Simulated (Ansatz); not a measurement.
**Ligand exchange: CHCl2I + SbH3 → CH2ClI + SbH2Cl**

Gas-phase species: CHCl2I (dichloroiodomethane) `ClC(Cl)I`, singlet; SbH3 (stibine) `[SbH3]`, singlet; CH2ClI (chloroiodomethane) `ClCI`, singlet; SbH2Cl `[Cl][SbH2]`, singlet. The partners trade Cl for H: C–Cl and Sb–H bonds give way to C–H and Sb–Cl.

Shapes, held fixed at every level: PBE0-D4/def2-TZVP. Programs: Ansatz 0.2.0. The zero-point and thermal change to 298 K, harmonic and unscaled (PBE0-D4/def2-TZVP), is +11.1 kJ/mol.

| level | kind | ΔH(298 K) (kJ/mol) | less CCSD(T)/def2-TZVPP |
| --- | --- | --- | --- |
| SPW92/def2-TZVPP | LDA | -110.3 | +15.0 |
| r2SCAN-D4/def2-TZVPP | meta-GGA | -131.1 | -5.8 |
| B3LYP-D4/def2-TZVPP | global hybrid | -134.5 | -9.2 |
| PBE0-D4/def2-TZVPP | global hybrid | -130.4 | -5.1 |
| CCSD(T)/def2-SVP | coupled cluster or CI | -116.6 | +8.7 |
| CCSD/def2-SVP | coupled cluster or CI | -121.2 | +4.1 |
| CCSD(T)/def2-TZVPP | coupled cluster or CI | -125.3 | 0.0 |

The highest level, CCSD(T)/def2-TZVPP, gives ΔH(298 K) = -125.3 kJ/mol; the levels span -134.5 to -110.3. The column of differences is taken from that level and isn't an error. No measured value is set beside it here. For atoms past krypton def2 sets carry core potentials with scalar relativity. Outer-core shells of I, Sb are correlated, in sets that cover them unevenly.
